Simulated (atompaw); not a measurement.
# Cutoff test, tellurium, PAW (atompaw)

- Element: Te (Z = 52)
- Generator: atompaw 4.2.0.5
- Type: PAW
- Functional: PBE
- Relativity: scalar-relativistic
- Frozen core: [Kr] 4d10
- Valence charge: 6
- Reference configuration: 5s2 5p2 (charge +2)
- Partial waves: 5s (bound): rc 1.75 bohr; 5s channel at 0.6 Ry: rc 1.75 bohr; 5p (bound): rc 1.75 bohr; 5p channel at 0.75 Ry: rc 1.75 bohr
- Local potential: bessel scheme, radius 1.70 bohr
- Core correction: smooth core density matched at 0.90 bohr
- Augmentation charge: sinc compensation charge, radius 1.70 bohr; PAW radius 1.75 bohr; waves and projectors: custom rrkj vanderbiltortho

The pseudo-atom Hamiltonian at the reference potential is diagonalised in spherical Bessel functions j_l(qr) that vanish at 20 bohr, with q² up to the cutoff. All-electron valence levels (Ry): 5s -2.4045, 5p -1.6393.

Problem. How do the lowest levels (Ry) of each channel move with the cutoff, and are there ghosts?

Solution.

```json
{"cutoff (Ry)": "8", "s #1": "-2.3753", "p #1": "-1.6154", "d #1": "-1.0696", "d #2": "-0.4008", "f #1": "-0.3333", "Σ f·Δε (mRy)": "106.7"}
{"cutoff (Ry)": "10", "s #1": "-2.3940", "p #1": "-1.6215", "d #1": "-1.1002", "d #2": "-0.4090", "f #1": "-0.3345", "Σ f·Δε (mRy)": "57.0"}
{"cutoff (Ry)": "15", "s #1": "-2.4036", "p #1": "-1.6361", "d #1": "-1.1251", "d #2": "-0.4159", "f #1": "-0.3356", "Σ f·Δε (mRy)": "8.8"}
{"cutoff (Ry)": "18", "s #1": "-2.4038", "p #1": "-1.6383", "d #1": "-1.1291", "d #2": "-0.4171", "f #1": "-0.3357", "Σ f·Δε (mRy)": "4.0"}
{"cutoff (Ry)": "21", "s #1": "-2.4040", "p #1": "-1.6390", "d #1": "-1.1297", "d #2": "-0.4173", "f #1": "-0.3357", "Σ f·Δε (mRy)": "2.2"}
{"cutoff (Ry)": "25", "s #1": "-2.4043", "p #1": "-1.6391", "d #1": "-1.1298", "d #2": "-0.4173", "f #1": "-0.3357", "Σ f·Δε (mRy)": "1.4"}
{"cutoff (Ry)": "35", "s #1": "-2.4045", "p #1": "-1.6393", "d #1": "-1.1298", "d #2": "-0.4173", "f #1": "-0.3357", "Σ f·Δε (mRy)": "0.5"}
{"cutoff (Ry)": "40", "s #1": "-2.4045", "p #1": "-1.6394", "d #1": "-1.1298", "d #2": "-0.4173", "f #1": "-0.3357", "Σ f·Δε (mRy)": "0.3"}
{"cutoff (Ry)": "400", "s #1": "-2.4046", "p #1": "-1.6394", "d #1": "-1.1298", "d #2": "-0.4173", "f #1": "-0.3357", "Σ f·Δε (mRy)": "0.0"}
```

Result: ghost state, extra bound levels that the all-electron valence spectrum of the same l lacks: d at -15.4 eV (a true bound ghost makes a file unfit for plane-wave use); 10 mRy is reached at 15 Ry and 1 mRy at 30 Ry.
